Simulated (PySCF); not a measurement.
This PySCF input asks for the NMR shieldings of `C=C(BN)SC`, C₃H₈BNS; the geometry comes from GFN2-xTB.

```python
import basis_set_exchange as bse
import numpy as np
from pyscf import gto, dft
from pyscf.prop import nmr

atoms = """
C     0.105958   -1.548966   -0.074431
C    -0.346851   -0.337290    0.245699
B    -1.874581   -0.022955    0.430657
N    -2.287836    1.249472    0.758925
S     0.755535    1.038981    0.488929
C     2.419530    0.362853    0.226088
H    -0.592689   -2.357020   -0.211652
H     1.144125   -1.802836   -0.213790
H    -2.666261   -0.874327    0.285870
H    -3.248354    1.516677    0.890686
H    -1.643265    2.012886    0.890602
H     2.620931   -0.418971    0.953268
H     2.510919   -0.012405   -0.789386
H     3.102161    1.193427    0.376394
"""
names = dict.fromkeys(["C", "B", "N", "S", "H"], "pcSseg-1")
basis = {el: gto.basis.parse(bse.get_basis(n, elements=[el], fmt="nwchem")) for el, n in names.items()}
mol = gto.M(atom=atoms, basis=basis, charge=0, verbose=0)
mf = dft.RKS(mol, xc="PBE0")
mf.grids.level = 2
mf.grids.alignment = dft.numint.BLKSIZE   # the property module wants whole blocks of grid points
mf.conv_tol = 1e-9
mf.kernel()

calc = nmr.RKS(mf)   # GIAO
C = mf.mo_coeff
Co = C[:, mf.mo_occ > 0]
resp = mf.gen_response(singlet=True, hermi=2)
def vind(x):   # induced exchange potential for any number of trial vectors
    d = np.einsum("pi,xij,qj->xpq", C, 2 * x.reshape(-1, C.shape[1], Co.shape[1]), Co, optimize=True)
    return np.einsum("xpq,pi,qj->xij", resp(d - d.transpose(0, 2, 1)), C, Co, optimize=True).ravel()
mo1, _ = nmr.rhf.solve_mo1(calc, with_cphf=vind)
sigma = calc.kernel(mo1)
for i, s in enumerate(sigma):   # ppm
    w = np.linalg.eigvalsh((s + s.T) / 2)
    print("%2d %-2s iso %8.1f  s11 %8.1f  s22 %8.1f  s33 %8.1f" % (i, mol.atom_pure_symbol(i), w.mean(), *w))
```

Q: Give the expected output.

A: 
```
 0 C  iso     58.7  s11    -46.7  s22     58.4  s33    164.5
 1 C  iso     29.8  s11    -76.9  s22      9.4  s33    156.8
 2 B  iso     67.1  s11     32.2  s22     57.3  s33    111.8
 3 N  iso    155.9  s11     58.1  s22    187.8  s33    221.9
 4 S  iso    492.2  s11    333.5  s22    442.1  s33    701.0
 5 C  iso    169.3  s11    158.3  s22    167.9  s33    181.8
 6 H  iso     25.8  s11     23.3  s22     24.5  s33     29.6
 7 H  iso     26.2  s11     23.1  s22     24.1  s33     31.5
 8 H  iso     26.8  s11     25.4  s22     27.2  s33     28.0
 9 H  iso     27.4  s11     22.6  s22     24.4  s33     35.2
10 H  iso     27.1  s11     20.5  s22     28.9  s33     31.9
11 H  iso     29.6  s11     24.8  s22     26.8  s33     37.0
12 H  iso     29.5  s11     24.8  s22     26.8  s33     37.0
13 H  iso     29.5  s11     24.3  s22     27.0  s33     37.1
```

These numbers come from an equivalent density-fitted implementation of the same equations, which agrees with the script to about 0.01 ppm for H and up to a few tenths of a ppm for heavy atoms, so last digits may differ.

Size and cost of the density-fitted run: 149 basis functions, 14 s wall time on 1 thread of an Arm Neoverse V2, shared host; peak memory 0.71 GiB.
